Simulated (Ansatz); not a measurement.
Wavefunction ladder for `[NH]=[Nb]([OH])([Cl])[Cl]`

```json
{"atom": "N1", "x (Å)": "1.2294", "y (Å)": "0.6561", "z (Å)": "-0.2330"}
{"atom": "Nb2", "x (Å)": "-0.3920", "y (Å)": "0.2037", "z (Å)": "0.1673"}
{"atom": "O3", "x (Å)": "-0.5718", "y (Å)": "-1.6305", "z (Å)": "-0.1899"}
{"atom": "Cl4", "x (Å)": "-0.7008", "y (Å)": "0.6252", "z (Å)": "2.4070"}
{"atom": "Cl5", "x (Å)": "-1.8070", "y (Å)": "1.4297", "z (Å)": "-1.1684"}
{"atom": "H6", "x (Å)": "2.1648", "y (Å)": "0.9650", "z (Å)": "-0.4529"}
{"atom": "H7", "x (Å)": "0.0773", "y (Å)": "-2.2493", "z (Å)": "-0.5301"}
```

Total charge 0; spin multiplicity 1. Correlated methods include outer-core shells of Nb, which these sets cover unevenly. Nb takes the def2 core potential. All single points use the PBE0-D4/def2-TZVP geometry. It is one conformer, not always the lowest. Frozen core, restricted reference, Ansatz.

| basis | HF (Eh) | MP2 corr. | CCSD corr. | (T) | CCSD(T) total |
| --- | --- | --- | --- | --- | --- |
| def2-SVP | -1105.64245 | ? | -0.96279 | -0.04179 | ? |
| def2-TZVPP | ? | -1.30932 | ? | ? | ? |
| def2-QZVPP | -1106.17637 | -1.42863 | – | – | – |

Q: Fill in the withheld values. (Best estimate.)

A: The calculation gave: def2-SVP MP2 corr.: -0.96893; def2-SVP CCSD(T) total: -1106.64703; def2-TZVPP HF (Eh): -1106.14019; def2-TZVPP CCSD corr.: -1.30030; def2-TZVPP (T): -0.07111; def2-TZVPP CCSD(T) total: -1107.51160.
